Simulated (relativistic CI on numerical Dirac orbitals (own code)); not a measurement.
**Radial parameters of Ir¹²⁺**

Computed by Dirac-Coulomb-Breit CI, KLI orbitals optimised for each configuration, model QED (radiative potential, 1s self-energy scaled to tabulated hydrogen-like ionisation energies), unscaled Slater integrals (own radial code, finite nucleus).

Slater integrals F^k, G^k are unscaled and averaged over j, outside the closed core [Kr] 4d10; ζ comes from projecting the Hamiltonian with its Breit term on Σ l·s of the shell.

- 4f14 5s2 5p3: F^2(5p,5p) = 105640, ζ(5p) = 92224 cm⁻¹; <r>(5p) = 1.014, <r^2>(5p) = 1.148 (bohr units).
- 4f13 5s2 5p4: ζ(4f) = 6943.1, F^2(5p,5p) = 106550, F^2(4f,5p) = 78721, G^2(4f,5p) = 29588, G^4(4f,5p) = 25594, ζ(5p) = 94746 cm⁻¹; <r>(4f) = 0.5087, <r^2>(4f) = 0.3095, <r>(5p) = 1.005, <r^2>(5p) = 1.128 (bohr units).
- 4f14 5s 5p4: F^2(5p,5p) = 105670, G^1(5s,5p) = 137370, ζ(5p) = 91769 cm⁻¹; <r>(5s) = 0.9195, <r^2>(5s) = 0.9421, <r>(5p) = 1.013, <r^2>(5p) = 1.147 (bohr units).

In this model ζ of a weakly bound d, f or g electron outside closed shells comes out too small, for d by up to a factor of two or three and at times with the wrong sign; that of an outer p electron is too small as well.

Averages of the first 10 configurations, taken without configuration mixing, which lowers the lowest level and can move excited configurations by several eV; other configurations of the list can lie among them:

```tsv
Configuration	Parity	States	Average energy above the lowest level (eV)
4f14 5s2 5p3	odd	20	18.8
4f13 5s2 5p4	odd	210	46.7
4f14 5s 5p4	even	30	69.2
4f14 5s2 5p2 5d	even	150	83.4
4f14 5s 5p3 5d	odd	400	131.9
4f14 5s2 5p2 5f	odd	210	145.7
4f13 5s2 5p3 5d	even	2800	111.9
4f14 5s2 5p2 5g	even	270	185.8
4f14 5s2 5p2 6s	even	30	121.8
4f14 5s 5p3 5f	even	560	194.7
```
